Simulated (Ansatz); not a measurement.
Ansatz (a first-principles code) input:

Ansatz 0.2 input:
```yaml
crystal:
  periodic: [false, false, false]
  atoms:
    - {symbol: C, position_ang: [3.87072876, -0.02446223, 0.08312294]}
    - {symbol: C, position_ang: [2.52959462, -0.74711732, 0.00327468]}
    - {symbol: C, position_ang: [1.34278829, 0.21330464, 0.04432153]}
    - {symbol: C, position_ang: [-0.00105713, -0.51093071, -0.03569648]}
    - {symbol: C, position_ang: [-1.18546267, 0.47479876, 0.00716997]}
    - {symbol: C, position_ang: [-2.46489336, -0.29352834, -0.07451483]}
    - {symbol: O, position_ang: [-3.71642627, 0.66375230, -0.03510585]}
    - {symbol: H, position_ang: [3.99518177, 0.66994342, -0.75043278]}
    - {symbol: H, position_ang: [3.95660724, 0.54705225, 1.00967513]}
    - {symbol: H, position_ang: [4.69900391, -0.73236334, 0.05184959]}
    - {symbol: H, position_ang: [2.48332935, -1.33724423, -0.91710636]}
    - {symbol: H, position_ang: [2.44504268, -1.45921833, 0.82986686]}
    - {symbol: H, position_ang: [1.42057101, 0.92521490, -0.78373116]}
    - {symbol: H, position_ang: [1.38222772, 0.80306039, 0.96582591]}
    - {symbol: H, position_ang: [-0.08606914, -1.21864780, 0.79375714]}
    - {symbol: H, position_ang: [-0.04767062, -1.09631737, -0.95831961]}
    - {symbol: H, position_ang: [-1.14265769, 1.04936788, 0.93681742]}
    - {symbol: H, position_ang: [-1.10391635, 1.17279046, -0.83090170]}
    - {symbol: H, position_ang: [-2.67273307, -0.94272216, 0.77135812]}
    - {symbol: H, position_ang: [-2.63367948, -0.81830479, -1.01060879]}
    - {symbol: H, position_ang: [-3.73965127, 1.28278965, -0.78865313]}
    - {symbol: H, position_ang: [-3.77436702, 1.17219184, 0.79538332]}
basis:
  gaussian:
    orbitals: aug-cc-pVDZ
total_charge: 1
magnetization: {spin_polarized: false}
correlation: {method: ccsd_t, electrons: outside_noble_gas}
output: {forces: true}
```

Q: What final total energy does it print?

A: -311.79902 Eh (CCSD(T)/aug-cc-pVDZ). The basis has 296 functions.

It need not be the lowest isomer of its formula.
